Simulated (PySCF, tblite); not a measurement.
Isomers of C3H10S2Si2, one GFN2-xTB conformer each. Single-point energies are computed at PBE0/pcSseg-1 (PySCF, gas phase, no added dispersion term), electronic only.

Problem. Rank them by PBE0/pcSseg-1 energy, lowest first (kJ/mol).
A. `[CH3:1][S:2]/[CH:3]=[CH:4]/[SiH2:5][S:6][SiH3:7]` with C1–S2–C3–C4 -179°, C3–C4–Si5–S6 -1°, C4–Si5–S6–Si7 -178°
B. `[CH3:1][C:2](=[S:3])[S:4][SiH2:5][CH2:6][SiH3:7]` with C1–C2–S4–Si5 177°, C2–S4–Si5–C6 -179°, S4–Si5–C6–Si7 63°
C. `[CH2:1]=[CH:2][S:3][Si@@H:4]([SH:5])[CH2:6][SiH3:7]` with C1–C2–S3–Si4 5°, C2–S3–Si4–S5 57°, S3–Si4–S5–H 35°, S3–Si4–C6–Si7 74°

Solution. C (0.0), A (37.9), B (47.5).

As drawn, the lowest has an S–H bond and a C=C bond outside aromatic rings, which the highest lacks; the highest has a C=S bond, which the lowest lacks. Neighbours under 10 kJ/mol apart (CS/C=C/[SiH2]S[SiH3] and CC(=S)S[SiH2]C[SiH3]) can change places with a better method, another conformer or zero-point energy. GFN2-xTB itself gives, in the same order: 40.1, 0.0, 29.1. GFN2-xTB puts CS/C=C/[SiH2]S[SiH3] lowest instead; measured from each level's own lowest isomer, the values differ by up to 40.1 kJ/mol (C=CS[Si@@H](S)C[SiH3]: 40.1 against 0.0).

Problem. Which frontier levels, dipoles and rotational constants go with these structures?

Solution. 
```
               SMILES  HOMO (eV, PBE0/pcSseg-1)  LUMO (eV)  dipole (D)       A, B, C (MHz)
C=CS[Si@@H](S)C[SiH3]                     -6.73      -0.27        0.46  1556, 764.8, 560.6
 CS/C=C/[SiH2]S[SiH3]                     -6.38      -0.45        0.60  2974, 435.3, 384.0
 CC(=S)S[SiH2]C[SiH3]                     -6.51      -1.96        1.42  2542, 593.2, 515.3
```

Problem. What happens when harmonic zero-point energies from GFN2-xTB frequencies are added?

Solution. 
```json
{"SMILES": "C=CS[Si@@H](S)C[SiH3]", "ZPE (kJ/mol)": "292.2", "electronic (kJ/mol)": "0.0", "with ZPE (kJ/mol)": "0.0"}
{"SMILES": "CS/C=C/[SiH2]S[SiH3]", "ZPE (kJ/mol)": "295.3", "electronic (kJ/mol)": "37.9", "with ZPE (kJ/mol)": "41.0"}
{"SMILES": "CC(=S)S[SiH2]C[SiH3]", "ZPE (kJ/mol)": "296.5", "electronic (kJ/mol)": "47.5", "with ZPE (kJ/mol)": "51.8"}
```

The zero-point energies span 4.3 kJ/mol. The order is unchanged.
